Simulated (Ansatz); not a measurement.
`[F][Zn][GaH2]` + HCl → `[Cl][GaH2]` + `[F][ZnH]` at 700 K and 1 bar (cleavage of the Ga–Zn bond).

Gas-phase electronic energies from Ansatz, PBE0-D4/def2-TZVP geometries. CCSD(T)/CBS adds triple-zeta CCSD(T) − MP2 to the extrapolated MP2 energy (def2 sets, frozen cores). This one scheme is used for every species. For Ga, Zn outer-core shells are correlated without core-valence functions, which leaves a few kJ/mol of doubt a bond. Scalar relativity is left out up to krypton.

| species | CCSD(T)/CBS energy (Eh) | H − E (kJ/mol) | S (J/(mol·K)) |
| --- | --- | --- | --- |
| `[F][Zn][GaH2]` | -3803.33937 | 91.2 | 387.1 |
| HCl | -460.38127 | 38.4 | 211.8 |
| `[Cl][GaH2]` | -2384.95520 | 74.2 | 315.7 |
| `[F][ZnH]` | -1878.79355 | 52.0 | 275.4 |

H − E and S are ideal-gas, rigid-rotor, harmonic terms from PBE0-D4/def2-TZVP. 1 Eh = 2625.50 kJ/mol, R = 8.31446 J/(mol·K).

Task: By hand: ΔE, ΔH, ΔS and ΔG.

Result: ΔE = (-2384.95520) + (-1878.79355) − (-3803.33937) − (-460.38127) = -0.02811 Eh = -73.8 kJ/mol. Δ(H − E) = 74.2 + 52.0 − 91.2 − 38.4 = -3.4, so ΔH = -77.2 kJ/mol. ΔS = 315.7 + 275.4 − 387.1 − 211.8 = -7.8 J/(mol·K). ΔG = -77.2 − 700 × (-7.8)/1000 = -71.7 kJ/mol.

Task: By hand: the equilibrium constant, and the temperature at which ΔG would vanish if ΔH and ΔS stayed fixed.

Result: log₁₀ K = −ΔG/(RT ln 10) = 5.4. ΔG = 0 at ΔH/ΔS = 9897 K, far beyond where these terms or the molecules hold.

The number of gas molecules stays the same, so ΔS is small and ΔH decides. A doubt of 5 kJ/mol in ΔE shifts log₁₀ K by 0.4 here. These are equilibria of isolated gas molecules and say nothing of rates. Largest T1 diagnostic: 0.018 (customary marks: 0.02 for closed shells, 0.045 for open ones).
